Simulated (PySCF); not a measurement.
# Basis and Hamiltonian dependence of the excitation energy of P

P [Ne] 3s2 3p3 (4S) → P [Ne] 3s1 3p3 3d1 (6D). Calculated with PySCF 2.14 from differences of total energies of unrestricted determinants, without spin-orbit coupling. Values in eV.

```csv
basis,Hamiltonian,functions,UHF,LDA,PBE0,MP2 (valence),CCSD(T) (valence),CCSD(T) (valence and next inner shell)
aug-cc-pVDZ-DK,spin-free X2C,27,13.413,15.389,15.088,14.756,15.113,n/a
aug-cc-pV(D+d)Z,non-relativistic,32,13.112,15.064,14.775,14.479,14.849,n/a
ANO-RCC-VTZP,spin-free X2C,34,13.532,15.657,15.284,15.054,15.397,n/a
aug-cc-pwCVDZ,non-relativistic,36,13.081,15.034,14.745,14.458,14.821,n/a
"x2c-TZVPPall with one added diffuse shell each of s, p, d type",spin-free X2C,51,12.422,14.323,14.084,13.949,14.280,14.397
aug-cc-pV(T+d)Z,non-relativistic,55,12.378,14.299,14.053,13.875,14.184,n/a
"aug-cc-pV(T+d)Z with one added diffuse shell each of s, p, d, f type",non-relativistic,71,11.917,13.816,13.570,13.424,13.733,n/a
dyall-av3z,non-relativistic,84,12.456,14.407,14.143,13.966,14.267,n/a
"aug-cc-pCVTZ-DK with one added diffuse shell each of s, p, d, f type",spin-free X2C,91,11.998,13.914,13.663,13.518,13.822,n/a
dyall-acv3z,spin-free X2C,113,12.410,14.334,14.086,13.936,14.229,n/a
"aug-cc-pV(Q+d)Z with one added diffuse shell each of s, p, d, f, g type",non-relativistic,114,11.881,13.789,13.540,13.491,n/a,n/a
aug-cc-pwCVQZ,non-relativistic,134,12.146,14.052,13.806,13.741,n/a,n/a
aug-cc-pCVQZ-DK,spin-free X2C,134,12.229,14.140,13.893,13.815,n/a,n/a
aug-cc-pV(5+d)Z,non-relativistic,136,12.095,13.995,13.747,13.722,n/a,n/a
```

Frozen in the all-electron rows: valence: [Ne]; valence and next inner shell: 1s2.

At UHF, aug-cc-pVDZ-DK, aug-cc-pV(D+d)Z, ANO-RCC-VTZP, aug-cc-pwCVDZ, aug-cc-pV(T+d)Z with one added diffuse shell each of s, p, d, f type, aug-cc-pCVTZ-DK with one added diffuse shell each of s, p, d, f type, aug-cc-pV(Q+d)Z with one added diffuse shell each of s, p, d, f, g type lie more than 0.3 eV from the median of the rows with comparable relativity. Of these, ANO-RCC-VTZP has no diffuse functions of the l that the added or promoted electron needs.

The upper state lies above the first ionisation limit, but in LS coupling its spin forbids autoionisation to the ground ion.
